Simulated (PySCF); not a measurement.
Gas-phase reaction: 2 BBr3 + 3 Cl2 → 3 Br2 + 2 BCl3. Level: PBE0/def2-QZVP†; standard pressure 1 bar.

Energies from PySCF, thermal terms from the rigid-rotor harmonic-oscillator model, ideal gas at 1 bar. † marks an energy on the PBE0/def2-TZVP geometry and frequencies. All species are closed-shell singlets. Br: all electrons, no relativistic terms. The harmonic model lacks anharmonicity and excited electronic states, which grow with temperature; levels with a mode under 35 cm⁻¹ are left out.

```json
[
 {"T (K)": "1200", "1000/T (1/K)": "0.8333", "log10 K": "13.15"},
 {"T (K)": "1400", "1000/T (1/K)": "0.7143", "log10 K": "11.23"},
 {"T (K)": "1600", "1000/T (1/K)": "0.6250", "log10 K": "?"},
 {"T (K)": "1800", "1000/T (1/K)": "0.5556", "log10 K": "8.66"},
 {"T (K)": "2000", "1000/T (1/K)": "0.5000", "log10 K": "7.77"},
 {"T (K)": "2500", "1000/T (1/K)": "0.4000", "log10 K": "6.15"}
]
```

Task: Fit log10 K = a + b·(1000/T) to the five rows, get the mean ΔH° and ΔS°, and predict log10 K at 1600 K.

Result: Means: 1000/T = 0.6006, log10 K = 9.392. Sums of products about the means: Sxy = 1.92993, Sxx = 0.119463, so b = Sxy/Sxx = 16.16 and a = 9.392 − (16.16)×0.6006 = -0.31.
ΔH° = −R ln 10 × 1000 K × b = −19.145 × (16.16) = -309 kJ; ΔS° = R ln 10 × a = -6 J/K. The run's own values go from -309 kJ and -6 J/K at 1200 K to -309 kJ and -6 J/K at 2500 K.
Prediction at 1600 K: -0.31 + (16.16)×0.6250 = 9.79. The computed value is 9.79, 0.00 from the line.
For scale, ΔH°(298 K) is -307 kJ at this level, -307 kJ at ωB97M-V/def2-TZVP†, and runs from -385 to -207 kJ over the 20 levels computed.
